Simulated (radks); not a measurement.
Charge is removed step by step from the 5s1/2 level of the holmium ion Ho2+, starting from [Xe] 4f11. Calculated with a radial shooting solver on a logarithmic mesh with Libxc functionals: Dirac Kohn-Sham, PBE, spin-unpolarised, spherical densities, point nucleus; open shells fill j = l - 1/2 first.

\begin{tabular}{lrrr}
removed (e) & E - E(0) (eV) & eigenvalue (eV) & E minus straight line (eV) \\ \hline
0 & 0.000 & -64.530 & 0.000 \\
0.25 & 16.579 & -68.117 & -1.376 \\
0.5 & 34.065 & -71.778 & -1.846 \\
0.75 & 52.474 & -75.504 & -1.392 \\
1 & 71.822 & -79.288 & 0.000 \\
\end{tabular}

Removing the whole electron costs 71.822 eV by Delta-SCF, against 64.530 eV from minus the eigenvalue at the starting occupation. Slater's transition state (half an electron removed) gives 71.778 eV. Integrating minus the eigenvalue over the occupation (Janak's theorem) gives 71.822 eV. The mean slope of the eigenvalue, de/dn, is 14.8 eV per electron.
